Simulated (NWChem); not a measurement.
System: C$_{4}$H$_{3}$FOS; SMILES Sc1cocc1F

NWChem input:

```
start job
memory heap 200 mb stack 900 mb global 1100 mb
geometry units angstroms noautosym nocenter noautoz
  F      2.046601     0.292902     0.000000
  C      0.765666     0.612298     0.000000
  C      0.227532     1.863072     0.000000
  O     -1.115489     1.760167     0.000000
  C     -1.438581     0.450972     0.000000
  C     -0.313037    -0.326355     0.000000
  S     -0.090102    -2.065384     0.000000
  H      0.663184     2.857432     0.000000
  H     -2.498033     0.209578     0.000000
  H     -1.404587    -2.369620     0.000000
end
basis spherical
  * library def2-svp
end
dft
  xc pbe0
  iterations 150
end
cosmo
  do_cosmo_smd true
  solvent water
end
task dft energy
```

Geometry: optimised at PBE0/def2-SVP. Solvent: water.

Level: PBE0/def2-SVP with SMD (1 M gas to 1 M solution), gas-phase geometry.

### Question
Predict the main results of this run. (PBE0/def2-SVP, SMD on the gas-phase geometry.) Quantities: solvation free energy (kcal/mol); cavity-dispersion-structure term (kcal/mol); dipole in solution (D).

### Answer
```json
{
  "solvation free energy (kcal/mol)": "-0.7",
  "cavity-dispersion-structure term (kcal/mol)": "4.6",
  "dipole in solution (D)": "2.39"
}
```
